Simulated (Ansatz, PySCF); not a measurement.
B(I)2(OMe) (CH3BI2O), SMILES COB(I)I. Atoms are numbered in the order given.

```xyz
8

B     -0.0955    -0.4256    -0.5010
I     -0.5965    -1.2361     1.4208
I      1.1326     1.3486    -0.6421
O     -0.5643    -1.0504    -1.5763
C     -0.3582    -0.6903    -2.9388
H      0.7150    -0.7049    -3.1820
H     -0.8893    -1.4282    -3.5533
H     -0.7579     0.3161    -3.1349
```

Geometry: r2SCAN-D4/def2-SVP. The def2 effective core potentials stand for the cores of I; spin–orbit coupling is left out. One conformer was computed; it need not be the lowest.

Two levels are set side by side: PBE-D3(BJ)/def2-SVP (Ansatz, a program for electronic structure) and r2SCAN-D4/def2-SVP (Ansatz). Each level has its own optimised geometry; the coordinates shown are those of the second. Frequencies come from the Hessian of PySCF at each geometry. Differences are taken from unrounded values.

```csv
quantity,r2SCAN-D4
mean bond length (Å),1.480
bond B1–I2 (Å),2.145
bond B1–I3 (Å),2.162
bond B1–O4 (Å),1.329
bond O4–C5 (Å),1.424
bond C5–H6 (Å),1.101
bond C5–H7 (Å),1.097
bond C5–H8 (Å),1.101
highest harmonic wavenumber (cm⁻¹),3177
mean harmonic wavenumber (cm⁻¹),1157
zero-point energy (kcal/mol),29.78
```

What does PBE-D3(BJ) give, and how far is it from r2SCAN-D4? (Estimate from the structure and the level; the computed values follow.)


```
quantity                            PBE-D3(BJ)  PBE-D3(BJ) minus r2SCAN-D4
----------------------------------  ----------  --------------------------
mean bond length (Å)                     1.487                       0.007
bond B1–I2 (Å)                           2.150                       0.005
bond B1–I3 (Å)                           2.167                       0.004
bond B1–O4 (Å)                           1.338                       0.009
bond O4–C5 (Å)                           1.427                       0.003
bond C5–H6 (Å)                           1.109                       0.008
bond C5–H7 (Å)                           1.106                       0.009
bond C5–H8 (Å)                           1.109                       0.009
highest harmonic wavenumber (cm⁻¹)        3095                         -83
mean harmonic wavenumber (cm⁻¹)           1124                         -33
zero-point energy (kcal/mol)             28.93                       -0.86
```
